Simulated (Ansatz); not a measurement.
```yaml
crystal:
  periodic: [false, false, false]
  atoms:
    - {symbol: B, position_ang: [-0.775561, 1.590062, -0.371240]}
    - {symbol: C, position_ang: [0.060637, 0.371151, -0.111336]}
    - {symbol: C, position_ang: [0.101134, -0.899572, 0.243118]}
    - {symbol: S, position_ang: [-0.610356, -2.347755, 0.723266]}
    - {symbol: C, position_ang: [1.418823, -0.305019, -0.056492]}
    - {symbol: H, position_ang: [-1.963173, 1.517589, -0.232561]}
    - {symbol: H, position_ang: [-0.277770, 2.622084, -0.711422]}
    - {symbol: H, position_ang: [-1.887327, -1.917674, 0.730295]}
    - {symbol: H, position_ang: [1.920639, -0.587992, -0.981527]}
    - {symbol: H, position_ang: [2.096054, -0.093975, 0.770800]}
basis:
  gaussian: {orbitals: aug-cc-pVTZ, fitting: {mean_field: def2-universal-jkfit}}
total_charge: 1
magnetization: {spin_polarized: false, initial_magnetization: 1}
hamiltonian: {xc: {name: B97M-V}}
output: {forces: true}
```

```sh
$ ansatz run in.yaml --threads 2 --pin off --events-out ev --progress --plain --max-ram 4352MiB
```

Output, abridged:

```
Functional definition: B97M-V
518 factors; integrals over basis functions are off by at most 1.1e0 eV
mean field evaluation 1: about -14662.0873 eV, gradient 9.7e1 eV
mean field evaluation 2: about -14662.0883 eV, gradient 9.7e1 eV
mean field evaluation 4: about -14685.6459 eV, gradient 4.8e1 eV
mean field evaluation 8: about -14692.0465 eV, gradient 2.5e0 eV
mean field evaluation 16: about -14692.0671 eV, gradient 1.5e-3 eV
mean field -14692.06709571 eV, -539.9235071264 hartree, gradient 5.9e-5 eV, S^2 0.750000; 5 other end points of the search recorded, 0 dependent functions left out
reference -14692.06717318 eV, -539.9235099736 hartree; 22, 21 occupied and 327, 328 virtual orbitals, 518 factors
Total energy: -14692.06717318 eV, -539.9235099736 hartree
Atom 0 at    -0.775561     1.590062    -0.371240 Å, force    -1.130748     1.838633    -0.405854 eV/Å
Atom 1 at     0.060637     0.371151    -0.111336 Å, force     1.432437     0.869711    -0.387686 eV/Å
Atom 2 at     0.101134    -0.899572     0.243118 Å, force     0.565513    -3.382345     0.898746 eV/Å
Atom 3 at    -0.610356    -2.347755     0.723266 Å, force     0.421299     0.896536    -0.295224 eV/Å
Atom 4 at     1.418823    -0.305019    -0.056492 Å, force    -1.353085     0.005501     0.132013 eV/Å
Atom 5 at    -1.963173     1.517589    -0.232561 Å, force     0.340688    -0.081974    -0.011281 eV/Å
Atom 6 at    -0.277770     2.622084    -0.711422 Å, force    -0.069475    -0.380836     0.114876 eV/Å
Atom 7 at    -1.887327    -1.917674     0.730295 Å, force    -0.144021     0.052022    -0.000505 eV/Å
Atom 8 at     1.920639    -0.587992    -0.981527 Å, force    -0.024031     0.111198     0.048635 eV/Å
Atom 9 at     2.096054    -0.093975     0.770800 Å, force    -0.038577     0.071554    -0.093720 eV/Å
Dipole moment:     0.006625    -0.137922     0.038340 e Å
```

Run time 110 s (2 threads of an Arm Neoverse V1 on a shared host); peak host memory 1.3 GiB.
